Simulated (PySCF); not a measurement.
Compound: C₅H₉NOSi.
Numbering: `[CH3:1][SiH2:2][c:3]1[cH:4][cH:5][c:6]([NH2:7])[o:8]1`

Geometry (GFN2-xTB, Å), atoms numbered from 1 in this order:
```
atom  x, y, z in Å
C1    -2.480    0.102    1.431
Si2   -2.017    0.183   -0.410
C3    -0.186   -0.137   -0.595
C4     0.550   -0.992   -1.365
C5     1.914   -0.752   -1.085
C6     1.924    0.248   -0.151
N7     2.970    0.936    0.432
O8     0.675    0.625    0.157
H9    -1.915    0.831    2.006
H10   -3.535    0.310    1.584
H11   -2.273   -0.879    1.850
H12   -2.359    1.515   -0.932
H13   -2.723   -0.852   -1.173
H14    0.155   -1.713   -2.052
H15    2.766   -1.241   -1.509
H16    2.709    1.429    1.273
H17    3.818    0.399    0.529
```

Probes without a nucleus sit at each ring's centroid and 1 Å off its mean plane on both sides; NICS is minus the shielding there, NICSzz its component along the normal. Level: GIAO PBE0/pcSseg-1 (PySCF, non-relativistic, gas phase) on the GFN2-xTB geometry, one conformer.

Ring bond lengths (Å), with Mayer bond orders in brackets: C3–C4 1.366 (1.58), C4–C5 1.413 (1.26), C5–C6 1.369 (1.50), C6–O8 1.341 (1.10), O8–C3 1.374 (0.95).

Question: Give the NICS values of each ring in ppm.

Answer: 
```tsv
ring	type	NICS(0)	NICS(1), two faces	NICS(1)zz, two faces	rms pucker (Å)	centre to ring atoms, mean (Å)
C3–C4–C5–C6–O8	5-membered ring with O; formal bonds all aromatic	-10.8	-8.8 / -9.1	-22.0 / -22.1	0.00	1.17
```

Question: What do they say, and how far can they be read as aromaticity?

Answer: 
- C3–C4–C5–C6–O8: mean NICS(1)zz -22.1 ppm, shielded. For a flat ring without four-coordinate atoms the NICS criterion counts such a value as aromatic.

Question: And the bond-length index? HOMA takes Krygowski's 1993 parameters.

Answer: 
- C3–C4–C5–C6–O8: HOMA 0.37; the largest term is that of O8–C3, α(R − Ropt)² = 1.86.

Question: At the second NICS(1) probe listed for ring C3–C4–C5–C6–O8, 1 Å off the ring, what do the in-plane components average?

Answer: The isotropic value is a third of the trace: (3 × -9.1 − (-22.1))/2 = -2.6 ppm.

Question: What are the shieldings of the ring atoms and their hydrogens in the same run (means over atoms taken as equivalent)?

Answer: 
```tsv
atoms	environment	σ isotropic (ppm)
C3	substituted aromatic carbon	43.2
C4	aromatic CH carbon	54.5
C5	aromatic CH carbon	97.6
C6	aromatic carbon bearing nitrogen	19.4
O8	furan-type oxygen	48.3
H14	aromatic hydrogen	24.80
H15	aromatic hydrogen	26.36
```
